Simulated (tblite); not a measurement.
Species: C2H15PSi4.
Numbering: `[CH3:1][CH2:2][SiH2:3][Si@@H:4]([PH2:5])[SiH2:6][SiH3:7]` (hydrogens: H8, H9, H10 on C1; H11, H12 on C2; H13, H14 on Si3; H15 on Si4; H16, H17 on P5; H18, H19 on Si6; H20, H21, H22 on Si7)

A start from a force field or distance geometry was refined with GFN2-xTB geometry optimisation, gas phase (tblite 0.8.0). Values at the start:

```json
{"coordinate": "C1–C2", "start": "1.501 Å"}
{"coordinate": "C1–H8", "start": "1.102 Å"}
{"coordinate": "C2–Si3", "start": "1.857 Å"}
{"coordinate": "C2–H11", "start": "1.111 Å"}
{"coordinate": "C2–H12", "start": "1.113 Å"}
{"coordinate": "Si3–Si4", "start": "2.227 Å"}
{"coordinate": "Si3–H13", "start": "1.453 Å"}
{"coordinate": "Si3–H14", "start": "1.464 Å"}
{"coordinate": "Si4–P5", "start": "2.221 Å"}
{"coordinate": "Si4–Si6", "start": "2.215 Å"}
{"coordinate": "Si4–H15", "start": "1.471 Å"}
{"coordinate": "P5–H16", "start": "1.443 Å"}
{"coordinate": "Si6–Si7", "start": "2.222 Å"}
{"coordinate": "Si6–H18", "start": "1.475 Å"}
{"coordinate": "Si6–H19", "start": "1.460 Å"}
{"coordinate": "Si7–H20", "start": "1.470 Å"}
{"coordinate": "C1–C2–Si3", "start": "108.3°"}
{"coordinate": "C2–Si3–Si4", "start": "113.5°"}
{"coordinate": "Si3–Si4–P5", "start": "107.9°"}
{"coordinate": "Si3–Si4–Si6", "start": "106.1°"}
{"coordinate": "Si4–Si6–Si7", "start": "113.7°"}
{"coordinate": "P5–Si4–Si6", "start": "107.7°"}
```

Task: How do these coordinates change at the GFN2-xTB level?

Result: 
```
 coordinate  GFN2-xTB (Å or °)  change
    Si4–Si6              2.343  +0.128
    Si3–Si4              2.339  +0.112
    Si6–Si7              2.323  +0.101
     P5–H16              1.379  -0.064
     C2–Si3              1.909  +0.052
     Si4–P5              2.257  +0.036
      C1–C2              1.524  +0.023
     C2–H12              1.094  -0.019
    Si3–H13              1.472  +0.019
     C2–H11              1.092  -0.019
    Si6–H19              1.475  +0.015
      C1–H8              1.088  -0.014
    Si4–H15              1.481  +0.010
    Si3–H14              1.469  +0.005
    Si6–H18              1.471  -0.004
    Si7–H20              1.466  -0.004
Si3–Si4–Si6              121.8   +15.7
  C1–C2–Si3              114.2    +5.9
 C2–Si3–Si4              109.6    -3.9
 Si3–Si4–P5              104.6    -3.3
 P5–Si4–Si6              110.9    +3.2
Si4–Si6–Si7              116.8    +3.1
```

The energy falls by 1.342 eV over 253 L-BFGS steps, the largest force on an atom goes from 1.78 to 0.006 eV/Å, and the atoms move by 1.003 Å rms after alignment. The bond that changes most is Si4–Si6 (SiH silicon to SiH2 silicon), which lengthens by 0.128 Å. Bonds longer at the end by more than 0.005 Å: 10 of 21; shorter: 8. Among the dihedrals that turn most is P5–Si4–Si6–H19, from 18° to 70°. Rotational constants go from 1522, 452.9, 376.1 to 1989, 387.5, 338.2 MHz.

The run took 6.6 s of wall time on one thread, Intel Xeon at 2.70 GHz (x86_64), no GPU, shared host with 64 logical CPUs at a one-minute load of 59.

Its lowest GFN2-xTB frequency is 7 cm⁻¹, too small to tell a flat minimum from a shallow saddle. One conformer, not necessarily the lowest.

These are computed values.
